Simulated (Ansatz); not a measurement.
Coupled-cluster diagnostics for the cluster Si₄O₄, Ansatz.

Geometry of the singlet (B3LYP-D4/def2-SVP):

Cartesian coordinates in Å:
```
Si 1.341 0.942 -1.534
Si -1.417 0.881 0.210
Si 1.372 -1.998 -0.079
Si -0.419 -0.297 2.166
O -0.149 1.234 -0.827
O 0.517 -1.301 1.222
O 1.641 -0.651 -1.032
O -2.886 1.190 -0.126
```

Correlated methods freeze 24 core orbitals. Another isomer (singlet) lies 1.94 eV lower at PBE0-D4/def2-TZVP; other spin states weren't run for this one.

Problem. Estimate the CCSD(T) correlation energy, the shares of MP2 and (T), T1 and the reference's ⟨S²⟩ for: charge 0, singlet, own geometry in def2-SVP; and the rough time on 4 threads of Arm Neoverse V2 on a shared host.

Solution. 
```json
{"state": "charge 0, singlet, own geometry", "basis": "def2-SVP", "correlation (eV)": "-30.087", "MP2 share (%)": "93.4", "(T) share (%)": "3.3", "T1": "0.023", "⟨S²⟩ (pure)": "0.00 (0.00)", "wall time": "12 s", "remarks": "large T1, restricted SCF unstable"}
```
Customary marks for T1 are 0.02 (closed shells), 0.045 (open shells) and about 0.05 (3d metals). T1 exceeds 0.02 in 1 of 1 rows and 0.045 in 0; the higher it lies, the less the single-reference result can be trusted.
